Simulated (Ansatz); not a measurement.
Ansatz (a first-principles code) input (CCSD(T)/aug-cc-pV(D+d)Z):
A basis named .json is the Basis Set Exchange file of that set.

Ansatz 0.2 input:
```yaml
crystal:
  periodic: [false, false, false]
  atoms:
    - {symbol: Si, position_ang: [0.80172697, 0.65942074, -0.30393476]}
    - {symbol: C, position_ang: [1.69314382, -0.91129996, -0.72699685]}
    - {symbol: F, position_ang: [1.34538183, 1.13462435, 1.13814831]}
    - {symbol: N, position_ang: [-0.90119306, 0.44712482, -0.28363841]}
    - {symbol: Si, position_ang: [-1.86402725, -0.89644365, 0.24012325]}
    - {symbol: H, position_ang: [1.10131138, 1.77216044, -1.22865872]}
    - {symbol: H, position_ang: [1.39558728, -1.27416158, -1.71265824]}
    - {symbol: H, position_ang: [2.77155911, -0.74193343, -0.73591068]}
    - {symbol: H, position_ang: [1.48461135, -1.69607279, 0.00195563]}
    - {symbol: H, position_ang: [-1.42461926, 1.28111385, -0.51725375]}
    - {symbol: H, position_ang: [-2.79400996, -0.50227718, 1.32512924]}
    - {symbol: H, position_ang: [-0.94363425, -1.94240699, 0.73383838]}
    - {symbol: H, position_ang: [-2.67754968, -1.45179467, -0.86896539]}
basis:
  gaussian:
    orbitals: aug-cc-pV_D+d_Z.json
magnetization: {spin_polarized: false}
correlation: {method: ccsd_t, electrons: outside_noble_gas}
output: {forces: true}
```

End of the output:

```
second order -20.34518559 eV of doubles, -0.00000000 eV of singles
coupled cluster: 5.34 GiB planned
cycle   1  -21.27018798 eV  change   -9.3e-1 eV  update   1.1e-1
cycle   2  -21.82577878 eV  change   -5.6e-1 eV  update   3.1e-2
cycle   3  -21.95626991 eV  change   -1.3e-1 eV  update   1.6e-2
cycle   4  -21.95209084 eV  change    4.2e-3 eV  update   3.3e-3
cycle   5  -21.95001426 eV  change    2.1e-3 eV  update   1.3e-3
cycle   6  -21.95031817 eV  change   -3.0e-4 eV  update   4.0e-4
cycle   7  -21.95024635 eV  change    7.2e-5 eV  update   1.4e-4
cycle   8  -21.95018922 eV  change    5.7e-5 eV  update   4.7e-5
cycle   9  -21.95019457 eV  change   -5.4e-6 eV  update   1.9e-5
cycle  10  -21.95019922 eV  change   -4.6e-6 eV  update   6.2e-6
perturbative correction -0.62856323 eV, -0.0230992725 hartree
the calculation of the forces begins
1.19 GiB of device memory are held for the factors and their scratch space
Total energy: -21096.41715178 eV, -775.2790306628 hartree
Atom 0 at     0.801727     0.659421    -0.303935 Å, force     0.128741    -0.080744    -0.634980 eV/Å
Atom 1 at     1.693144    -0.911300    -0.726997 Å, force    -0.111511     0.219145     0.052846 eV/Å
Atom 2 at     1.345382     1.134624     1.138148 Å, force     0.317232     0.253258     0.796139 eV/Å
Atom 3 at    -0.901193     0.447125    -0.283638 Å, force    -0.020454     0.167913    -0.137664 eV/Å
Atom 4 at    -1.864027    -0.896444     0.240123 Å, force    -0.350169    -0.437771     0.167103 eV/Å
Atom 5 at     1.101311     1.772160    -1.228659 Å, force     0.025622     0.099321    -0.091294 eV/Å
Atom 6 at     1.395587    -1.274162    -1.712658 Å, force    -0.137176    -0.165344    -0.439679 eV/Å
Atom 7 at     2.771559    -0.741933    -0.735911 Å, force     0.475794     0.075859    -0.000679 eV/Å
Atom 8 at     1.484611    -1.696073     0.001956 Å, force    -0.093698    -0.351147     0.333970 eV/Å
Atom 9 at    -1.424619     1.281114    -0.517254 Å, force    -0.205042     0.337680    -0.090618 eV/Å
Atom 10 at    -2.794010    -0.502277     1.325129 Å, force    -0.073817     0.032477     0.091723 eV/Å
Atom 11 at    -0.943634    -1.942407     0.733838 Å, force     0.109999    -0.102471     0.047045 eV/Å
Atom 12 at    -2.677550    -1.451795    -0.868965 Å, force    -0.065521    -0.048174    -0.093911 eV/Å
Dipole moment:    -0.146734    -0.077280    -0.291993 e Å
```
